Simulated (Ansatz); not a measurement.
`COB(O)O[SiH3]` + `CS[SiH2]O` → `CS[SiH2]O[SiH3]` + `COB(O)O`  (ligand exchange at the Si–O bond)

Computed with Ansatz on PBE0-D4/def2-TZVP structures; ΔE is electronic, products minus reactants. CCSD(T)/CBS is the MP2 limit (def2-TZVPP, def2-QZVPP) plus CCSD(T) − MP2 in def2-TZVPP, frozen cores. DFT in def2-TZVPP. B3LYP here is the variant with VWN-RPA as its local correlation; programs differ in this. Each species was taken in one conformer, which may not be the lowest.

| level | ΔE (kcal/mol) | difference from CCSD(T)/CBS |
| --- | --- | --- |
| PBE-D4 | -6.0 | 0.7 |
| r2SCAN-D4 | -6.1 | 0.6 |
| PBE0-D4 | -6.6 | 0.1 |
| B3LYP-D4 | -6.9 | -0.2 |
| B2PLYP | -6.3 | 0.4 |
| r2SCAN | -5.9 | 0.8 |
| PBE0 | -6.0 | 0.7 |
| B3LYP | -5.9 | 0.8 |
| MP2/def2-TZVPP | -6.8 | -0.1 |
| SCS-MP2/def2-TZVPP | -6.8 | -0.1 |
| CCSD(T)/def2-TZVPP | -6.6 | 0.1 |
| HF/def2-QZVPP | -7.1 | -0.4 |
| SCS-MP2/def2-QZVPP | -6.8 | -0.1 |
| HF/CBS(def2) | -7.1 | -0.4 |
| MP2/CBS(def2) | -6.8 | -0.1 |
| CCSD/CBS(def2) | -6.8 | -0.1 |
| CCSD(T)/CBS | -6.7 | 0 |

Largest T1 diagnostic among the species: 0.012.

The D4 term adds −1.0 kcal/mol with B3LYP and −0.6 kcal/mol with PBE0; it sums over pairs of atoms, weighted by their polarisabilities, and B3LYP, whose exchange is more repulsive, gets the larger term.
